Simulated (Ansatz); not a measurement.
A reaction path, image by image

AlNH₄F₂, singlet, from a complex of AlNH₂F₂ ([NH2][Al]([F])[F]) + H₂ to AlNH₄F₂ ([NH3][AlH]([F])[F]); PBE0-D4/def2-SVP (Ansatz 0.2.0). Settings:

```yaml
hamiltonian: {xc: pbe0, dispersion: d4}
neb:
  images: 5
  climbing: true
  max_iterations: 40
  initial_path: idpp
```

First end:

```xyz
8
angstrom
Al 0.1458 -0.7055 -0.0451
N 1.0105 0.7675 -0.4329
F -0.7133 -1.4946 -1.2035
F 0.3636 -1.4390 1.4100
H -1.5778 0.5539 0.6379
H -1.8962 -0.1151 0.7848
H 1.0183 1.2001 -1.3412
H 1.6490 1.2329 0.1900
```

Second end:

```csv
atom,x (Å),y (Å),z (Å)
Al1,-0.4102,-0.9374,0.1895
N2,0.3278,0.9198,-0.1550
F3,-0.2848,-1.5026,-1.3752
F4,0.7918,-1.4475,1.2279
H5,-0.3051,1.6751,0.0863
H6,-1.8605,-0.7430,0.7852
H7,0.5588,1.0002,-1.1411
H8,1.1821,1.0356,0.3825
```

The ends were relaxed with PBE0-D4 in triple zeta, so they are not quite minima here (largest force components 0.41 and 0.36 eV/Å).

Energies along the converged band: It took 11 iterations. Path lengths are measured after rigid turns and shifts between images are taken out.
| image | path length (Å) | energy (kcal/mol) |
| --- | --- | --- |
| 0 | 0.00 | 0.00 |
| 1 | 0.48 | 0.16 |
| 2 | 0.95 | 4.52 |
| 3 (climbing) | 1.43 | 13.21 |
| 4 | 2.00 | -9.08 |
| 5 | 2.56 | -19.38 |
| 6 | 3.13 | -21.79 |
Energies count from the first end.

The images between the ends:
Image 1:
```xyz
8
angstrom
Al 0.1116 -0.7815 -0.0294
N 0.9156 0.7409 -0.3931
F -0.7154 -1.6037 -1.2077
F 0.3668 -1.5478 1.4184
H -1.3100 0.6639 0.5257
H -1.7840 0.0913 0.7334
H 0.8902 1.2021 -1.2944
H 1.5252 1.2350 0.2472
```

Image 2:
```xyz
8
angstrom
Al 0.0388 -0.8267 0.0016
N 0.7557 0.7684 -0.3278
F -0.6823 -1.6765 -1.2263
F 0.4046 -1.6205 1.4109
H -1.0434 0.7025 0.4150
H -1.6123 0.1990 0.6603
H 0.7514 1.2104 -1.2391
H 1.3875 1.2434 0.3056
```

Image 3:
```xyz
8
angstrom
Al -0.1173 -0.8695 0.0669
N 0.5617 0.8366 -0.2493
F -0.6012 -1.7116 -1.2786
F 0.4996 -1.6549 1.3920
H -0.7707 0.7742 0.3011
H -1.4900 0.1536 0.6109
H 0.6424 1.2194 -1.1901
H 1.2755 1.2522 0.3472
```

Image 4:
```xyz
8
angstrom
Al -0.2895 -0.9441 0.1395
N 0.4686 0.8672 -0.2117
F -0.4943 -1.7198 -1.3230
F 0.6071 -1.6630 1.3485
H -0.4911 1.0613 0.1797
H -1.5744 -0.0875 0.6510
H 0.5694 1.2266 -1.1623
H 1.2042 1.2594 0.3784
```

Image 5:
```xyz
8
angstrom
Al -0.3735 -0.9586 0.1746
N 0.4054 0.8848 -0.1862
F -0.3847 -1.6611 -1.3472
F 0.7015 -1.6048 1.2866
H -0.4000 1.4246 0.1342
H -1.7447 -0.3764 0.7276
H 0.5817 1.1293 -1.1619
H 1.2142 1.1623 0.3724
```

The band counts as converged below 0.05 eV/Å. Hardware: 2 CPU threads of an Intel Xeon Platinum 8488C, shared host. Wall time about 2.2 min.
